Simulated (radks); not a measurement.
Values are calculated unless marked as measured or tabulated.
Task: Valence configurations of Hf+ (all share [Xe]). Code: a radial shooting solver on a logarithmic mesh with Libxc functionals. Model: scalar-relativistic Kohn-Sham, BLYP, spin-polarised, spherical densities, finite nucleus; open shells are filled with parallel spins first (spin-orbit coupling, left out, can overturn this in heavy ions); Fermi nuclear charge, rms radius 5.347 fm. Order these by energy: 4f13 5d2 6p2; 4f14 5d1 6p2; 4f13 5d1 6s2 6p1; 4f13 5d2 6s2; 4f14 5d1 6s2; 4f13.5 5d1.5 6s2; 4f14 5d3; 4f14 5d2 6s1; 4f14 6s2 6p1; 4f14 5d1 6s1 6p1.

Result: From the lowest, in eV above it: 4f14 5d1 6s2 0.000; 4f14 5d2 6s1 0.645; 4f14 5d3 2.675; 4f14 5d1 6s1 6p1 4.280; 4f14 6s2 6p1 4.587; 4f13.5 5d1.5 6s2 8.239; 4f14 5d1 6p2 9.596; 4f13 5d2 6s2 17.947; 4f13 5d1 6s2 6p1 24.092; 4f13 5d2 6p2 27.894. NIST lists [Xe] 4f14 5d1 6s2 as the ground configuration; this level of theory agrees among the configurations tried. The energies are those of spherical high-spin densities, not of single terms.
